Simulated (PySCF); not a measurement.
A structure optimised at PBE-D3(BJ)/def2-SVP, used in a PySCF frequency run:

```
Si
F 1 1.6365
H 1 1.4933 2 107.75
C 1 1.8286 3 110.95 2 -118.95
C 4 1.2283 3 148.51 1 179.48
H 5 1.0828 3 158.27 1 179.61
C 1 1.8286 3 110.95 2 118.95
C 7 1.2283 3 148.51 1 -179.48
H 8 1.0828 3 158.27 1 -179.61
```

Problem. Write its SMILES, formula and point group.

Solution. C#C[SiH](F)C#C, C₄H₃FSi, Cs

Problem. What are its rotational constants (standard atomic weights)?

Solution. 3.8960, 2.0911, 1.4768 GHz
